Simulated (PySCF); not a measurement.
CH$_{2}$N (SMILES C#[NH+]), charge +1, singlet, geometry from GFN2-xTB; DF-HF/6-311G** (PySCF).

Input for PySCF:
```python
from pyscf import gto, scf

mol = gto.Mole()
mol.atom = '''
    C    -0.000000   -0.000000   -0.600338
    N     0.000000    0.000000    0.532667
    H    -0.000000   -0.000000   -1.674882
    H     0.000000    0.000000    1.548240
'''
mol.basis = '6-311g**'
mol.charge = 1
mol.spin = 0
mol.verbose = 4
mol.build()

mf = scf.RHF(mol)
mf = mf.density_fit(auxbasis='def2-universal-jkfit')
mf.kernel()
```

The log (banner, timings and long lists left out):

```
PySCF version 2.14.0

[INPUT] verbose = 4
[INPUT] num. atoms = 4
[INPUT] num. electrons = 14
[INPUT] charge = 1
[INPUT] spin (= nelec alpha-beta = 2S) = 0
[INPUT] symmetry False subgroup None
[INPUT] Mole.unit = angstrom
[INPUT] Symbol           X                Y                Z      unit          X                Y                Z       unit  Magmom
[INPUT]  1 C      0.000000000000   0.000000000000  -0.600338000000 AA    0.000000000000   0.000000000000  -1.134474402169 Bohr   0.0
[INPUT]  2 N      0.000000000000   0.000000000000   0.532667000000 AA    0.000000000000   0.000000000000   1.006594745594 Bohr   0.0
[INPUT]  3 H      0.000000000000   0.000000000000  -1.674882000000 AA    0.000000000000   0.000000000000  -3.165068270964 Bohr   0.0
[INPUT]  4 H      0.000000000000   0.000000000000   1.548240000000 AA    0.000000000000   0.000000000000   2.925749575097 Bohr   0.0

nuclear repulsion = 29.538527809646
number of shells = 24
number of NR pGTOs = 78
number of NR cGTOs = 48
basis = 6-311g**
ecp = {}

******** <class 'pyscf.df.df_jk.DFRHF'> ********
method = DFRHF
initial guess = minao
damping factor = 0
level_shift factor = 0
DIIS = <class 'pyscf.scf.diis.CDIIS'>
diis_start_cycle = 1
diis_space = 8
diis_damp = 0
SCF conv_tol = 1e-09
SCF conv_tol_grad = None
SCF max_cycles = 50
direct_scf = False
Set gradient conv threshold to 3.16228e-05
Initial guess from minao.
******** <class 'pyscf.df.df.DF'> ********
auxbasis = def2-universal-jkfit
init E= -93.7549435406942
  HOMO = -0.430224739774568  LUMO = 0.0730399559055979  gap/eV = 13.69453
cycle= 1 E= -93.1292606429754  delta_E= 0.626  |g|= 0.408  |ddm|= 1.39
  HOMO = -0.906390185029699  LUMO = -0.191777873497488  gap/eV = 19.44559
cycle= 2 E= -93.1803996408469  delta_E= -0.0511  |g|= 0.137  |ddm|= 0.332
  HOMO = -0.850084970634653  LUMO = -0.129696477477194  gap/eV = 19.60277
cycle= 3 E= -93.1841418563686  delta_E= -0.00374  |g|= 0.0499  |ddm|= 0.119
  HOMO = -0.841508558843803  LUMO = -0.12555097033914  gap/eV = 19.48220
cycle= 4 E= -93.1846498812789  delta_E= -0.000508  |g|= 0.0214  |ddm|= 0.0356
  HOMO = -0.845621060227556  LUMO = -0.126776928629855  gap/eV = 19.56075
cycle= 5 E= -93.1847418903081  delta_E= -9.2e-05  |g|= 0.00159  |ddm|= 0.0109
  HOMO = -0.845545946937948  LUMO = -0.126820431209386  gap/eV = 19.55752
cycle= 6 E= -93.1847428999684  delta_E= -1.01e-06  |g|= 0.000348  |ddm|= 0.00173
  HOMO = -0.84558673927092  LUMO = -0.126838472363918  gap/eV = 19.55814
cycle= 7 E= -93.1847429339618  delta_E= -3.4e-08  |g|= 7.06e-05  |ddm|= 0.000282
  HOMO = -0.845579240308627  LUMO = -0.126831782594732  gap/eV = 19.55811
cycle= 8 E= -93.1847429355712  delta_E= -1.61e-09  |g|= 1.07e-05  |ddm|= 7.07e-05
  HOMO = -0.845579624796196  LUMO = -0.126831973572198  gap/eV = 19.55812
cycle= 9 E= -93.1847429356053  delta_E= -3.41e-11  |g|= 1.23e-06  |ddm|= 1.42e-05
  HOMO = -0.845579632779121  LUMO = -0.126831904972199  gap/eV = 19.55812
Extra cycle  E= -93.1847429356059  delta_E= -5.4e-13  |g|= 4.44e-07  |ddm|= 1.43e-06
converged SCF energy = -93.1847429356059
```
